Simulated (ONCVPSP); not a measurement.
Varying the ONCV potential for W

Base potential:

- Element: W (Z = 74)
- Generator: ONCVPSP 4.0.1
- Type: optimised norm-conserving Vanderbilt (ONCV)
- Functional: PBE
- Relativity: scalar-relativistic
- Frozen core: [Xe] 4f14
- Valence charge: 6
- Reference configuration: 5d4 6s2
- Partial waves: 6s: rc 2.90 bohr, ncon 4, nbas 8, qcut 2.6 1/bohr, 2 projectors, debl 0.7 Ha; p scattering state at 0.07 Ha: rc 3.10 bohr, ncon 4, nbas 7, qcut 2.4 1/bohr, 2 projectors, debl 2.3 Ha; 5d: rc 2.45 bohr, ncon 4, nbas 9, qcut 7.3 1/bohr, 2 projectors, debl 2.2 Ha
- Local potential: polynomial inside 1.95 bohr (lpopt 5, dvloc0 2 Ha)
- Core correction: Teter function, fcfact 5.5, rcfact 1.1

In the p channel the program set the typed energies aside and used 0.050, 2.350 Ha.

Cutoffs, loose and tight: the cutoffs (Ha) at which the residual kinetic energy of the hardest occupied pseudo-wave falls to 1 and 0.1 mHa per electron. They do not see the model core or the augmentation charge, which bear on the density cutoff. Test errors are all-electron minus pseudo excitation energies from the reference, over the configurations 5d4 6s1; 5d4 6s0; 5d3 6s0; 5d3 6s2 6p1. A dash means not determined; rows that change the core or the reference have their own tests.

```tsv
change	outcome	cutoff, loose	cutoff, tight	bound ghosts	GHOST(+) flags above zero	largest test error (meV)
base	generated, projector energies reset by the program	14 Ha	17 Ha	none	s, p	+77
p: nproj 3	generated, projector energies reset by the program	14 Ha	17 Ha	none	s, p	+77
s: qcut 2.4	generated, projector energies reset by the program	14 Ha	17 Ha	none	s, p	+58
core [Kr] 4d10 4f14, valence charge 14; reference 5s2 5p6 5d4 6s2; waves now 5s+6s: rc 2.00 bohr, ncon 5, nbas 9, qcut 7.7 1/bohr, 2 projectors; 5p: rc 1.90 bohr, ncon 4, nbas 7, qcut 7.4 1/bohr, 2 projectors, debl 1.8 Ha; 5d: rc 1.85 bohr, ncon 3, nbas 7, qcut 4.8 1/bohr, local; local potential the d channel	generated	19 Ha	52 Ha	none	none	-9.6
core correction Teter function, fcfact 4.5, rcfact 1.1	generated, projector energies reset by the program	14 Ha	17 Ha	none	s, p	+91
```

(1) What comes out with this change to the base: all radii but the core radius scaled by about 1.25 (s 3.62, p 3.88, d 3.06 bohr); local potential polynomial inside 2.44 bohr (lpopt 5, dvloc0 2 Ha)?

Results:

(1) outcome: generated, projector energies reset by the program; cutoff, loose: 11 Ha; cutoff, tight: 13 Ha; bound ghosts: none; GHOST(+) flags above zero: s; largest test error (meV): -102.
